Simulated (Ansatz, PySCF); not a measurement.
Bond stretch in SMILES [OH2+][Al-]([F])([F])[F] (H2AlF3O), singlet. The Al2–O5 bond (Al2 also carries F, F, F; O5 carries H, H) is pulled apart rigidly from the PBE0/def2-TZVP optimised geometry.

Levels: RKS-PBE = restricted PBE/cc-pVDZ (Ansatz, a first-principles code); UKS-PBE = unrestricted PBE/cc-pVDZ in Ansatz; RKS-PBE0 = restricted PBE0/cc-pVDZ (PySCF 2.14.0); UKS-PBE0 = PySCF with unrestricted PBE0/cc-pVDZ.

Energies relative to the lowest point of each curve near equilibrium, in eV; the last columns give the difference from UKS-PBE0:

```csv
R / Å,RKS-PBE,UKS-PBE,RKS-PBE0,UKS-PBE0,RKS-PBE − UKS-PBE0,UKS-PBE − UKS-PBE0,RKS-PBE0 − UKS-PBE0
1.54,1.871,1.871,1.766,1.766,0.104,0.104,0.000
1.65,0.842,0.842,0.768,0.768,0.074,0.074,0.000
1.74,0.373,0.373,0.323,0.323,0.051,0.051,0.000
1.81,0.163,0.163,0.130,0.130,0.033,0.033,0.000
1.87,0.060,0.060,0.041,0.041,0.020,0.020,0.000
1.92,0.015,0.015,0.007,0.007,0.008,0.008,0.000
1.96,0.000,0.000,0.000,0.000,0.000,0.000,0.000
2.02,0.004,0.004,0.016,0.016,-0.012,-0.012,0.000
2.10,0.047,0.047,0.074,0.074,-0.027,-0.027,0.000
2.21,0.149,0.149,0.194,0.194,-0.045,-0.045,0.000
2.37,0.336,0.336,0.402,0.402,-0.066,-0.066,0.000
2.59,0.600,0.600,0.686,0.686,-0.086,-0.086,0.000
2.87,0.886,0.886,0.986,0.986,-0.099,-0.099,0.000
3.14,1.099,1.099,1.203,1.203,-0.103,-0.103,0.000
3.49,1.300,1.300,1.402,1.402,-0.102,-0.102,0.000
3.87,1.450,1.450,1.547,1.547,-0.097,-0.097,0.000
4.19,1.537,1.537,1.630,1.630,-0.093,-0.093,0.000
4.76,1.632,1.632,1.720,1.720,-0.088,-0.088,0.000
5.22,1.672,1.672,1.759,1.759,-0.087,-0.087,0.000
5.83,1.698,1.698,1.786,1.786,-0.088,-0.088,0.000
6.76,1.716,1.716,1.806,1.806,-0.090,-0.090,0.000
```

RKS-PBE is furthest from UKS-PBE0 at 1.54 (0.104 eV, above); its mean absolute difference over the points is 0.065 eV.

UKS-PBE is furthest from UKS-PBE0 at 1.54 (0.104 eV, above); its mean absolute difference over the points is 0.065 eV.

RKS-PBE0 is furthest from UKS-PBE0 at 3.87 (0.000 eV, below); its mean absolute difference over the points is 0.000 eV.
